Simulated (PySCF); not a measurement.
Excitations are Tamm–Dancoff values on a coarser integration grid. The basis has no diffuse functions, so Rydberg states are missing or too high.

Species: C$_{8}$H$_{5}$ClS, SMILES `Clc1cccc2sccc12` (charge 0, multiplicity 1).

### Question
What S1 oscillator strength, LUMO, S1 excitation (TDA), brightest of the four lowest singlets (TDA) and S1–T1 gap (TDA) does PBE-D3(BJ)/def2-TZVP // PBE-D3(BJ)/def2-SVP (PySCF 2.14.0) give?

### Answer

| Item | Result |
|---|---|
| S1 oscillator strength | 0.064 |
| LUMO | -2.00 eV |
| S1 excitation (TDA) | 4.17 eV |
| brightest of the four lowest singlets (TDA) | 4.17 eV |
| S1–T1 gap (TDA) | 1.05 eV |
